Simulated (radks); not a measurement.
Effect of the nuclear size on the titanium ion Ti3+, [Ar] 3d1. All-electron calculation, Dirac Kohn-Sham, PBE, spin-unpolarised, spherical densities, finite nucleus; open shells fill j = l - 1/2 first; Fermi nuclear charge, rms radius 3.5921 fm. Program: a radial shooting solver on a logarithmic mesh with Libxc functionals. The rms radius is varied about that value; shifts are against it.

rms radius (fm),total energy shift (eV),density at nucleus (e/bohr^3),1s1/2 shift (meV),2s1/2 shift (meV),3s1/2 shift (meV)
3.161,-0.0110,8528,-4.66,-0.389,-0.054
3.4089,-0.00485,8508,-2.05,-0.171,-0.024
3.5921,0,8495,0.000,0.000,0.000
3.8795,0.00810,8474,3.43,0.286,0.039
4.1632,0.0167,8456,7.06,0.590,0.081

Slopes of the eigenvalues against <r^2> in GHz/fm^2, as finite differences over the two radii next to the reference (eigenvalue slopes, not the field-shift constants of lines): 1s1/2 386, 2s1/2 32.3, 3s1/2 4.45.
